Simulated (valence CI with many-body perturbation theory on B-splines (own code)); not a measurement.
# How close is CI+MBPT for Cl³⁺?

Computed by valence CI with perturbative core correlation (CI+MBPT): four valence electrons over a frozen Dirac-Fock core [Ne], a basis of 11 s, 11 p, 9 d, 7 f, 5 g, 2 h, 1 i functions for each j, with the one-electron correlation potential Σ1 (screened to all orders), the two-electron term Σ2, the three-electron term Σ3, Breit, model QED; selected single and double excitations, second order for the rest, scaled by the run's own slope (own B-spline code, finite nucleus).

Against 21 measured levels this calculation errs by 44 cm⁻¹ on average and by 187 at most. These come from a selection out of Moore, Atomic Energy Levels, vol. I, NSRDS-NBS 35 (1971 reprint of NBS Circular 467, 1949), an old analysis. Levels without a partner in it may be off by more. Among the levels kept, up to 320 cm⁻¹ of a level comes from second order outside the variational space, and about a tenth of that is noise between levels of different J, which matters for small intervals.

Measured levels: Moore, Atomic Energy Levels, vol. I, NSRDS-NBS 35 (1971 reprint of NBS Circular 467, 1949). Pairs share parity and J, and are chosen by configuration, term and nearness in energy; levels without a clear partner are left out. The analysis is old, and some levels have since been revised. Energies in cm⁻¹ above the measured ground level. The last column is blank where CI alone has no clear partner.

| Computed label | Label in the source | Measured | Computed | Difference | CI alone, difference |
| --- | --- | --- | --- | --- | --- |
| 3s2.3p2 3P_0 | 3s2 3p2 3P | 0 | 0.0 | 0 | 0 |
| 3s2.3p2 3P_1 | 3s2 3p2 3P | 491 | 493.0 | +2 | +8 |
| 3s2.3p2 3P_2 | 3s2 3p2 3P | 1341 | 1345.5 | +4 | +29 |
| 3s2.3p2 1D_2 | 3s2 3p2 1D | 13766 | 13836.9 | +71 | +228 |
| 3s2.3p2 1S_0 | 3s2 3p2 1S | 32550 | 32695.1 | +145 | +444 |
| 3s.3p3 3P°_2 | 3s 3p3 3P° | 120256 | 120259.5 | +4 | -306 |
| 3s.3p3 3P°_1 | 3s 3p3 3P° | 120274 | 120274.1 | 0 | -312 |
| 3s.3p3 3S°_1 | 3s 3p3 3S° | 164721 | 164907.7 | +187 | +2252 |
| 3s2.3p.3d 3P°_2 | 3s2 3p(2P°) 3d 3P° | 181643 | 181663.3 | +20 | +982 |
| 3s2.3p.3d 3P°_1 | 3s2 3p(2P°) 3d 3P° | 182073 | 182093.2 | +20 | +974 |
| 3s2.3p.3d 3D°_1 | 3s2 3p(2P°) 3d 3D° | 187008 | 187049.5 | +42 | +1327 |
| 3s2.3p.3d 3D°_2 | 3s2 3p(2P°) 3d 3D° | 187174 | 187219.1 | +45 | +1343 |
| 3s2.3p.3d 3D°_3 | 3s2 3p(2P°) 3d 3D° | 187346 | 187383.0 | +37 | +1339 |
| 3s2.3p.4s 3P°_0 | 3s2 3p(2P°) 4s 3P° | 215026 | 215032.3 | +6 | -541 |
| 3s2.3p.4s 3P°_1 | 3s2 3p(2P°) 4s 3P° | 215389.3 | 215397.5 | +8 | -528 |
| 3s2.3p.4s 3P°_2 | 3s2 3p(2P°) 4s 3P° | 216468.1 | 216477.4 | +9 | -513 |
| 3s2.3p.4s 1P°_1 | 3s2 3p(2P°) 4s 1P° | 219454 | 219462.7 | +9 | -408 |
| 3s2.3p.4p 3D_2 | 3s2 3p(2P°) 4p 3D | 248026.1 | 247991.8 | -34 | -691 |
| 3s2.3p.4p 3D_3 | 3s2 3p(2P°) 4p 3D | 248961.2 | 248924.7 | -36 | -677 |
| 3s2.3p.4p 3P_0 | 3s2 3p(2P°) 4p 3P | 251471.4 | 251384.3 | -87 | -781 |
| 3s2.3p.4p 3P_1 | 3s2 3p(2P°) 4p 3P | 251725.8 | 251646.3 | -79 | -764 |
| 3s2.3p.4p 3P_2 | 3s2 3p(2P°) 4p 3P | 252396.7 | 252314.1 | -83 | -758 |

Over 21 excited levels the mean absolute difference is 44 cm⁻¹, the median 34 and the largest 187. For the 21 levels that pair on every rung the mean is CI alone 724, + Σ1 1208, + Σ2 287, + Σ3 99, + Breit 58, + QED 44. The comparison draws on a selection of the measured levels: 22 of the 65 computed ones have a partner in it, and others may be off by more.
